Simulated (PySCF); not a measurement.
Species: C6H8O.
Numbering: `[CH3:1]/[CH:2]=[C:3]1[CH:4]=[C:5]\1[O:6][CH3:7]` (hydrogens: H8, H9, H10 on C1; H11 on C2; H12 on C4; H13, H14, H15 on C7)

The same species was optimised twice, with GFN2-xTB and with PBE0-D3(BJ)/def2-SVP (PySCF), and the same property calculations (PySCF, gas phase) were run on both structures.

| coordinate | GFN2-xTB | PBE0-D3(BJ)/def2-SVP | change |
| --- | --- | --- | --- |
| C2=C3 (Å) | 1.315 | 1.337 | +0.022 |
| C3–C5 (Å) | 1.445 | 1.428 | -0.017 |
| C5–O6 (Å) | 1.317 | 1.309 | -0.008 |
| C4=C5 (Å) | 1.328 | 1.324 | -0.004 |
| C1–C2 (Å) | 1.500 | 1.497 | -0.003 |
| C3–C4 (Å) | 1.460 | 1.459 | -0.001 |
| O6–C7 (Å) | 1.421 | 1.421 | 0.000 |
| C4–C5–O6 (°) | 148.8 | 147.6 | -1.2 |
| C2–C3–C4 (°) | 152.8 | 152.0 | -0.8 |
| C3–C4–C5 (°) | 62.2 | 61.5 | -0.7 |
| C3–C5–O6 (°) | 147.8 | 148.5 | +0.7 |
| C2–C3–C5 (°) | 152.8 | 153.4 | +0.6 |
| C3–C5–C4 (°) | 63.4 | 63.9 | +0.5 |
| C1–C2–C3 (°) | 123.6 | 124.0 | +0.4 |
| C4–C3–C5 (°) | 54.4 | 54.6 | +0.2 |
| C4–C5–O6–C7 (°) | -179 | -179 | 0 |

Rotational constants: A = 6218, B = 1494, C = 1223 MHz (GFN2-xTB) against A = 6240, B = 1485, C = 1218 MHz (PBE0-D3(BJ)/def2-SVP). Atoms that the bonding makes alike are paired by their places after alignment.

On the GFN2-xTB structure: lowest singlet, TDDFT (eV) 4.50 [B3LYP/def2-SVPD]; lowest triplet, Tamm–Dancoff (eV) 3.41 [B3LYP/def2-SVPD]; isotropic polarisability (au) 77.7 [B3LYP/def2-SVPD]; HOMO (eV) -5.23 [B3LYP/def2-SVPD]; LUMO (eV) 0.01 [B3LYP/def2-SVPD]; dipole (D) 1.67 [B3LYP/def2-SVPD]; HOMO (eV) -5.38 [PBE0/pcSseg-1]; LUMO (eV) 0.41 [PBE0/pcSseg-1]; dipole (D) 1.78 [PBE0/pcSseg-1]; GIAO shielding of C1 (ppm) 168.9 [PBE0/pcSseg-1]; GIAO shielding of C2 (ppm) 116.0 [PBE0/pcSseg-1]; GIAO shielding of C3 (ppm) 66.7 [PBE0/pcSseg-1]; GIAO shielding of C4 (ppm) 91.9 [PBE0/pcSseg-1]; GIAO shielding of C5 (ppm) 27.7 [PBE0/pcSseg-1]; GIAO shielding of O6 (ppm) 224.3 [PBE0/pcSseg-1]; GIAO shielding of C7 (ppm) 125.3 [PBE0/pcSseg-1].

Q: What do these properties become on the PBE0-D3(BJ)/def2-SVP structure?

A: 
```csv
property,level,on GFN2-xTB,on PBE0-D3(BJ)/def2-SVP,change
"lowest singlet, TDDFT (eV)",B3LYP/def2-SVPD,4.50,4.42,-0.08
"lowest triplet, Tamm–Dancoff (eV)",B3LYP/def2-SVPD,3.41,3.32,-0.09
isotropic polarisability (au),B3LYP/def2-SVPD,77.7,78.9,+1.2
HOMO (eV),B3LYP/def2-SVPD,-5.23,-5.15,+0.08
LUMO (eV),B3LYP/def2-SVPD,0.01,-0.01,-0.02
dipole (D),B3LYP/def2-SVPD,1.67,1.76,+0.09
"energy, GFN2-xTB geometry as zero (kcal/mol)",B3LYP/def2-SVPD,0.0,-1.2,-1.2
HOMO (eV),PBE0/pcSseg-1,-5.38,-5.30,+0.08
LUMO (eV),PBE0/pcSseg-1,0.41,0.38,-0.03
dipole (D),PBE0/pcSseg-1,1.78,1.85,+0.07
"energy, GFN2-xTB geometry as zero (kcal/mol)",PBE0/pcSseg-1,0.0,-0.8,-0.8
GIAO shielding of C1 (ppm),PBE0/pcSseg-1,168.9,167.5,-1.4
GIAO shielding of C2 (ppm),PBE0/pcSseg-1,116.0,114.9,-1.1
GIAO shielding of C3 (ppm),PBE0/pcSseg-1,66.7,63.5,-3.2
GIAO shielding of C4 (ppm),PBE0/pcSseg-1,91.9,90.0,-1.9
GIAO shielding of C5 (ppm),PBE0/pcSseg-1,27.7,30.6,+2.9
GIAO shielding of O6 (ppm),PBE0/pcSseg-1,224.3,226.2,+1.9
GIAO shielding of C7 (ppm),PBE0/pcSseg-1,125.3,124.4,-0.9
```

The heavy atoms differ by 0.012 Å rms after alignment. Among bonds between heavy atoms C2=C3 changes most (+0.022 Å). Changes are differences of the printed values. Neither structure is proved a minimum here.

Conformer computed: `[CH3:1]/[CH:2]=[C:3]1[CH:4]=[C:5]\1[O:6][CH3:7]`: C4–C5–O6–C7 -179°.
